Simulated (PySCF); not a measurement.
**Correlation energy of Cr(2+) (chromium, charge +2)**

[Ar] 3d3 4p1, one real determinant (an excited configuration). All numbers are calculated (PySCF 2.14, scalar relativity by spin-free X2C-1e, in aug-cc-pwCVTZ-DK (10s9p7d4f3g, 127 functions)). Frozen: [Ar]; 4 electrons correlated.

MP2 pair energies summed by pair of shells (mhartree):

```json
{"pair": "3d-3d", "energy": "-19.46", "share (%)": "72.1"}
{"pair": "3d-4p", "energy": "-7.52", "share (%)": "27.9"}
```

Total MP2 correlation energy: -26.98 mhartree.

Same-spin part -26.98 and opposite-spin part 0.00 mhartree; SCS-MP2 scales them by 1/3 and 6/5 to -8.99 mhartree.

The reference is one real determinant that mixes LS terms of this configuration.
